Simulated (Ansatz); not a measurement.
`[NH2][W](=[O])(=[S])[Cl]` + H₂O → `[O]=[W]([OH])(=[S])[Cl]` + NH₃  (formal hydrolysis of a W–N bond)

Isolated molecules relaxed with PBE0-D4/def2-TZVP in Ansatz; ΔE leaves out vibrations. CBS: MP2 limit from def2 TZ/QZ plus the TZ coupled-cluster correction, frozen cores. This one scheme is used for every species. DFT in def2-TZVPP. Elements past krypton have def2 core potentials. For W outer-core shells are correlated without core-valence functions, which leaves a few kJ/mol of doubt a bond. Each species was taken in one conformer, which may not be the lowest.

| level | ΔE (kJ/mol) | difference from CCSD(T)/CBS |
| --- | --- | --- |
| PBE-D4 | -18.4 | -6.5 |
| revPBE-D4 | -17.5 | -5.6 |
| BLYP-D4 | -20.4 | -8.5 |
| r2SCAN-D4 | -21.9 | -10.0 |
| ωB97X-V | -20.3 | -8.4 |
| ωB97M-V | -18.5 | -6.6 |
| r2SCAN | -22.5 | -10.6 |
| r2SCANh | -20.9 | -9.0 |
| MP2/def2-SVP | -15.2 | -3.3 |
| MP2/def2-QZVPP | -10.6 | 1.3 |
| CCSD(T)/CBS | -11.9 | 0 |

What do rigid-rotor, harmonic-oscillator terms from PBE0-D4/def2-TZVP frequencies (298.15 K, 1 bar) make of the CCSD(T)/CBS value? (Estimate.)

Ansatz gave: ΔZPE = +1.4 kJ/mol, ΔH = -10.9 kJ/mol, ΔS = 1 J/(mol·K), ΔG = -11.2 kJ/mol.

Largest T1 diagnostic among the species: 0.022, so the coupled-cluster value is less sure than usual.

From r2SCAN to r2SCAN0 (25 % exact exchange), in def2-TZVPP and without D4, ΔE moves by +3.8 kJ/mol. At CCSD(T), def2-SVP lies −3.6 kJ/mol from the extrapolated value and def2-TZVPP −2.1 kJ/mol. The D4 term adds +3.6 kJ/mol with B3LYP and +2.0 kJ/mol with PBE0; it sums over pairs of atoms, weighted by their polarisabilities, and B3LYP, whose exchange is more repulsive, gets the larger term.

B3LYP here is the variant with VWN-RPA as its local correlation; programs differ in this.
